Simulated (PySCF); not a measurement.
ReBr₄, SMILES [Br][Re]([Br])([Br])[Br] (connectivity only; charge and spin as stated), neutral, multiplicity 4.

Coordinates come from a r2SCAN-D4/def2-SVP optimisation. The multiplicity is an assumed one; other spin states were not compared. The def2 effective core potentials stand for the cores of Re; spin–orbit coupling is left out.

Method: TDA-PBE0/def2-SVPD (PySCF).

Vertical excitations; the highest root listed may be one member of a degenerate set. Isolated molecule, no solvent.

Task: Estimate the UV-visible absorptions. (The exact figures need the calculation; the answer reports its results.)

Result: 
| state | energy (eV) | λ (nm) | f | main pairs |
|---|---|---|---|---|
| root 1 | 0.92 | 1346 | 0.000 | α HOMO→LUMO (degenerate set) |
| root 2 | 0.92 | 1346 | 0.000 | α HOMO→LUMO+1 (degenerate set) |
| root 3 | 1.52 | 813 | 0.001 | α HOMO−1→LUMO, α HOMO−2→LUMO (degenerate set) |
| root 4 | 1.52 | 813 | 0.001 | α HOMO−1→LUMO+1, α HOMO−2→LUMO+1 (degenerate set) |
| root 5 | 1.76 | 704 | 0.009 | α HOMO−2→LUMO, α HOMO−1→LUMO (degenerate set) |
| root 6 | 1.76 | 704 | 0.009 | α HOMO−2→LUMO+1, α HOMO−1→LUMO+1 (degenerate set) |
| root 7 | 3.30 | 375 | 0.012 | α HOMO−5→LUMO, α HOMO−5→LUMO+1, β HOMO→LUMO (degenerate set) |
| root 8 | 3.30 | 375 | 0.012 | α HOMO−5→LUMO+1, α HOMO−5→LUMO, β HOMO−1→LUMO (degenerate set) |
| root 9 | 3.31 | 375 | 0.001 | α HOMO−3→LUMO 22 %, α HOMO−4→LUMO+1 22 %, α HOMO−3→LUMO+1 19 %, α HOMO−4→LUMO 19 %, β HOMO−2→LUMO+1 8 % |
| root 10 | 3.31 | 374 | 0.000 | α HOMO−4→LUMO+1 24 %, α HOMO−3→LUMO 24 %, α HOMO−4→LUMO 23 %, α HOMO−3→LUMO+1 23 % |
Unrestricted roots are not spin-pure.
